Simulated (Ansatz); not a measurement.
Reaction (ligand exchange at the Al–O bond): `[OH][Al]([OH])[O][SiH3]` + NH₃ → `[NH2][Al]([OH])[OH]` + `O[SiH3]`

Calculated with Ansatz (gas phase, PBE0-D4/def2-TZVP geometries, no zero-point term in ΔE). CBS: MP2 limit from def2 TZ/QZ plus the TZ coupled-cluster correction, frozen cores. This one scheme is used for every species. DFT in def2-TZVPP. Each species was taken in one conformer, which may not be the lowest.

Q: Is it downhill or uphill in electronic energy at CCSD(T)/CBS, and by how much? (Best estimate.)

A: Computed: Uphill: ΔE = +17.5 kcal/mol.

Q: What do these levels give: r2SCAN-D4, PBE, r2SCAN, HF/def2-TZVPP, CCSD(T)/def2-TZVPP, CCSD/CBS(def2)? (Best estimate.)

A: The calculation gave: r2SCAN-D4 17.4, PBE 15.6, r2SCAN 17.2, HF/def2-TZVPP 19.4, CCSD(T)/def2-TZVPP 17.9, CCSD/CBS(def2) 17.7 kcal/mol.

Largest T1 diagnostic among the species: 0.012.

In def2-TZVPP, CCSD(T) changes the Hartree–Fock value by −1.5 kcal/mol (the triples alone add −0.2 kcal/mol) and MP2 by −1.6 kcal/mol. From PBE to PBE0 (25 % exact exchange), in def2-TZVPP and without D4, ΔE moves by +0.7 kcal/mol.
